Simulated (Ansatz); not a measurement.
Consider the redistribution: `O[Si](O)(S)[TeH]` + `[NH2][GeH]([OH])[SH]` → `O[Si](O)(O)S` + `[NH2][GeH]([SH])[TeH]`.

Program: Ansatz. Geometries: PBE0-D4/def2-TZVP. ΔE: electronic, gas phase. CCSD(T)/CBS adds triple-zeta CCSD(T) − MP2 to the extrapolated MP2 energy (def2 sets, frozen cores). Functionals use def2-TZVPP. B3LYP here is the variant with VWN-RPA as its local correlation; programs differ in this. HSE06 is defined as in plane-wave codes. Elements past krypton have def2 core potentials. For Ge, Te outer-core shells are correlated without core-valence functions, which leaves a few kJ/mol of doubt a bond. Scalar relativity is left out up to krypton. Each species was taken in one conformer, which may not be the lowest.

`O[Si](O)(S)[TeH]`:

Z-matrix (Å, degrees):
```
Si
O 1 1.636
S 1 2.129 2 110.2
O 1 1.639 2 114.9 3 -116.6
Te 1 2.485 2 100.2 3 123.4
H 2 0.960 1 116.7 3 40.3
H 3 1.344 1 92.2 2 -131.5
H 4 0.960 1 115.6 2 -75.4
H 5 1.658 1 90.6 2 -179.6
```

`[NH2][GeH]([OH])[SH]`:

Cartesian coordinates in Å:
```
N 1.602 0.003 0.579
Ge -0.013 0.333 -0.178
O -0.975 0.969 1.168
S -1.031 -1.496 -0.973
H 1.546 -0.427 1.491
H 2.272 -0.488 0.005
H 0.115 1.352 -1.319
H -1.853 0.579 1.177
H -1.663 -0.825 -1.950
```

`O[Si](O)(O)S`:

Z-matrix (Å, degrees):
```
Si
O 1 1.630
O 1 1.634 2 106.4
O 1 1.629 2 106.0 3 -123.6
S 1 2.124 2 115.9 3 117.7
H 2 0.958 1 117.4 3 -47.6
H 3 0.959 1 117.3 2 175.3
H 4 0.960 1 116.0 2 30.2
H 5 1.343 1 93.7 2 78.4
```

`[NH2][GeH]([SH])[TeH]`:

Z-matrix (Å, degrees):
```
Ge
S 1 2.217
Te 1 2.571 2 106.8
N 1 1.830 2 106.3 3 121.9
H 1 1.537 2 112.7 3 -120.1
H 2 1.346 1 93.7 3 -178.1
H 3 1.657 1 90.9 2 -86.1
H 4 1.011 1 115.0 2 -178.4
H 4 1.011 1 113.9 2 -51.0
```

| level | ΔE (kJ/mol) |
| --- | --- |
| BLYP-D4 | -85.2 |
| B3LYP-D4 | -90.0 |
| HSE06-D4 | -85.9 |
| ωB97M-V | -87.7 |
| BHLYP | -96.3 |
| CCSD(T)/def2-SVP | -80.4 |
| SCS-MP2/def2-TZVPP | -87.6 |
| MP2/def2-QZVPP | -86.9 |

(1) What does CCSD(T)/CBS give? (Best estimate.)

Largest T1 diagnostic among the species: 0.012.

## Answers

(1) Computed: -87.1 kJ/mol. The listed levels differ from it by 1.9, -2.9, 1.2, -0.6, -9.2, 6.7, -0.5, 0.2 kJ/mol.

In def2-TZVPP, CCSD(T) changes the Hartree–Fock value by +11.8 kJ/mol (the triples alone add +2.6 kJ/mol) and MP2 by +12.7 kJ/mol. From r2SCAN to r2SCAN0 (25 % exact exchange), in def2-TZVPP and without D4, ΔE moves by −4.4 kJ/mol. Leaving LDA and LC-ωPBE aside and taking each functional with its dispersion term where it has one, the values, not all of them listed here, spread over 17.1 kJ/mol, from BHLYP-D4 to revPBE-D4. LDA lies −3.8 kJ/mol from PBE without D4.
